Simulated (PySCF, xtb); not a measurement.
In(OH)2 (H2InO2), SMILES [OH][In][OH], multiplicity 2. Other conformers were not sampled.

Harmonic wavenumbers (cm⁻¹) from GFN2-xTB (xtb) at its own minimum, in rising order: 103, 239, 268, 346, 351, 536, 636, 3626, 3679.

Q: What does B3LYP-D3(BJ)/def2-TZVP run with PySCF give at its own minimum? (The exact figures need the calculation; the answer reports its results.)

A: 116, 213, 248, 507, 530, 733, 793, 3772, 3813. Paired by order, the mean absolute difference is 115 cm⁻¹ and the zero-point energies are 14.0 and 15.3 kcal/mol.
